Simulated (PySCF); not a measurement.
Bonding in `Cc1cpcnc1Cl`

C₅H₅ClNP.
Numbering: `[CH3:1][c:2]1[cH:3][p:4][cH:5][n:6][c:7]1[Cl:8]` (hydrogens: H9, H10, H11 on C1; H12 on C3; H13 on C5)

Structure used (GFN2-xTB), in Å, numbered top down from 1:
```xyz
13
C5H5ClNP angstrom
C     -1.9151    0.0114   -0.0331
C     -0.4245   -0.0935   -0.0348
C      0.2022   -1.2851   -0.3456
P      1.9197   -1.5598   -0.3875
C      2.4277    0.0469    0.0578
N      1.6668    1.0805    0.3215
C      0.3586    1.0241    0.2805
Cl    -0.4281    2.5148    0.6660
H     -2.2666    0.3161    0.9515
H     -2.3717   -0.9393   -0.2960
H     -2.2370    0.7710   -0.7440
H     -0.4280   -2.1339   -0.5873
H      3.4916    0.2472    0.1333
```

Bond orders from the PBE0/pcSseg-1 density (PySCF). Isolated species at its GFN2-xTB geometry, gas phase.

Question: How far do the computed orders between heavy atoms stray from the drawn ones?

Answer: The largest departure is 0.295, at C7–C2 (drawn aromatic, 1.205), counting aromatic bonds as 1.5. The bonds drawn aromatic range from 1.21 to 1.52.

Question: Set the Mayer orders of the bonds beside their lengths.

Answer: 
| bond | drawn as | length (Å) | Mayer order |
| --- | --- | --- | --- |
| C1–C2 | single | 1.494 | 1.076 |
| C2–C3 | aromatic | 1.382 | 1.482 |
| C3–P4 | aromatic | 1.740 | 1.305 |
| P4–C5 | aromatic | 1.743 | 1.307 |
| C5–N6 | aromatic | 1.310 | 1.471 |
| N6–C7 | aromatic | 1.310 | 1.517 |
| C7–Cl8 | single | 1.729 | 1.069 |
| C7–C2 | aromatic | 1.401 | 1.205 |
| C1–H9 | single | 1.089 | 0.938 |
| C1–H10 | single | 1.087 | 0.942 |
| C1–H11 | single | 1.089 | 0.938 |
| C3–H12 | single | 1.084 | 0.933 |
| C5–H13 | single | 1.085 | 0.947 |

By pair of heavy elements: C–C: lowest C1–C2 (1.076, 1.494 Å), highest C2–C3 (1.482, 1.382 Å). C–P: all 2 within 0.02 of one another (1.305 to 1.307). C–N: lowest C5–N6 (1.471, 1.310 Å), highest N6–C7 (1.517, 1.310 Å).

Question: Sum the orders of all bonds at each heavy atom with more than one neighbour and set the sums beside the valence in the SMILES.

Answer: C1 3.894 (drawn 4), C2 3.763 (drawn 4), C3 3.720 (drawn 4), P4 2.612 (drawn 3), C5 3.725 (drawn 4), N6 2.988 (drawn 3), C7 3.791 (drawn 4). Orders between atoms that aren't bonded are not in these sums.

The Mayer order sums products of elements of PS (density times overlap matrix) between the two atoms' basis functions, so it depends on the basis set.
